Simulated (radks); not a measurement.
Neutral cerium: order these configurations by energy. Calculated with a radial shooting solver on a logarithmic mesh with Libxc functionals: non-relativistic Kohn-Sham, PBE, spin-polarised, spherical densities, point nucleus. Open shells are filled with parallel spins first. [Xe] 4f1 5d1 6s1 6p1; [Xe] 4f1 5d1 6s2; [Xe] 4f1 5d2 6s1; [Xe] 4f1 6s2 6p1; [Xe] 4f2 5d1 6s1; [Xe] 4f2 6s1 6p1; [Xe] 4f2 6s2.

Answer. From the lowest, in eV above it: [Xe] 4f2 6s2 0.000; [Xe] 4f2 5d1 6s1 0.311; [Xe] 4f2 6s1 6p1 1.419; [Xe] 4f1 5d2 6s1 2.372; [Xe] 4f1 5d1 6s2 3.073; [Xe] 4f1 5d1 6s1 6p1 4.506; [Xe] 4f1 6s2 6p1 6.066.
